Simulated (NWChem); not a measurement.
System meant: VNH₄O₃; SMILES [NH]=[V]([OH])([OH])[OH]

The following NWChem deck was run.

```
start job
memory heap 200 mb stack 900 mb global 1100 mb
geometry units angstroms noautoz
  V      0.013822    -0.000138     0.035625
  N     -0.125984     0.001862    -1.580061
  H     -0.319900     0.002610    -2.588305
  O      0.898277    -1.445344     0.580693
  H      1.117933    -2.152734    -0.052192
  O      0.884665     1.451512     0.585458
  H      1.097698     2.162996    -0.045099
  O     -1.665418    -0.009073     0.667859
  H     -1.659238    -0.010630     1.648208
end
basis spherical
  * library def2-svp
end
dft
  odft
  mult 2
  xc xpbe96 cpbe96
  iterations 150
  mulliken
end
task dft energy
```

End of the output:

```
                                 NWChem DFT Module
                                 -----------------

 Summary of "ao basis" -> "ao basis" (spherical)
 ------------------------------------------------------------------------------
       Tag                 Description            Shells   Functions and Types
 ---------------- ------------------------------  ------  ---------------------
 V                          def2-svp                11       31   5s3p2d1f
 N                          def2-svp                 6       14   3s2p1d
 H                          def2-svp                 3        5   2s1p
 O                          def2-svp                 6       14   3s2p1d

 Summary of "ao basis" -> "ao basis" (spherical)
 ------------------------------------------------------------------------------
       Tag                 Description            Shells   Functions and Types
 ---------------- ------------------------------  ------  ---------------------
 V                          def2-svp                11       31   5s3p2d1f
 N                          def2-svp                 6       14   3s2p1d
 H                          def2-svp                 3        5   2s1p
 O                          def2-svp                 6       14   3s2p1d

      Symmetry analysis of basis
      --------------------------

        a'         68
        a"         39

  number of electrons :                   58
  multiplicity        :                    2
 ------------------------------------------------------------------------
  no. of electrons and multiplicity not compatible                  58
 ------------------------------------------------------------------------
 ------------------------------------------------------------------------
  current input line :
    24: task dft energy
 ------------------------------------------------------------------------
 ------------------------------------------------------------------------
 There is an error in the input file
 ------------------------------------------------------------------------
 For more information see the NWChem manual at https://nwchemgit.github.io

0: no. of electrons and multiplicity not compatible:Received an Error in Communication
```

### Question
What is wrong, and how is it mended?

### Answer
The input was rejected before any calculation. Cause: the multiplicity doesn't fit the number of electrons (an even count wants an odd multiplicity, and the reverse). This input runs:
```
start job
memory heap 200 mb stack 900 mb global 1100 mb
geometry units angstroms noautoz
  V      0.013822    -0.000138     0.035625
  N     -0.125984     0.001862    -1.580061
  H     -0.319900     0.002610    -2.588305
  O      0.898277    -1.445344     0.580693
  H      1.117933    -2.152734    -0.052192
  O      0.884665     1.451512     0.585458
  H      1.097698     2.162996    -0.045099
  O     -1.665418    -0.009073     0.667859
  H     -1.659238    -0.010630     1.648208
end
basis spherical
  V library def2-svp
  N library def2-svp
  H library def2-svp
  O library def2-svp
end
dft
  xc xpbe96 cpbe96
  iterations 150
  mulliken
end
task dft energy
```
It converges to -1226.13438 Ha (PBE/def2-SVP).
